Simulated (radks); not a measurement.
Values are calculated unless marked as measured or tabulated.
Task: Ar2+, configuration [Ne] 3s1.5 3p4.5 (fractional occupations, a model configuration). Code: a radial shooting solver on a logarithmic mesh with Libxc functionals. Model: scalar-relativistic Kohn-Sham, LDA (Slater exchange, Perdew-Wang correlation), spin-polarised, spherical densities, finite nucleus; open shells are filled with parallel spins first; Fermi nuclear charge, rms radius 3.4274 fm. Some entries of the table are withheld. Estimate them.

orbital  occ.  eigenvalue (hartree)  r(max) (bohr)
1s up       1             -115.4602        0.05620
1s down     1             -115.4393        0.05620
2s up       1             -12.00438            (1)
2s down     1             -11.98209            (2)
2p up       3              -9.58060         0.2804
2p down     3              -9.55474         0.2805
3s up       1              -1.90374          1.145
3s down   0.5              -1.81391          1.147
3p up       3              -1.34978            (3)
3p down   1.5              -1.26659            (4)

Result: 
(1) 2s up r(max) (bohr): 0.3393
(2) 2s down r(max) (bohr): 0.3394
(3) 3p up r(max) (bohr): 1.221
(4) 3p down r(max) (bohr): 1.228
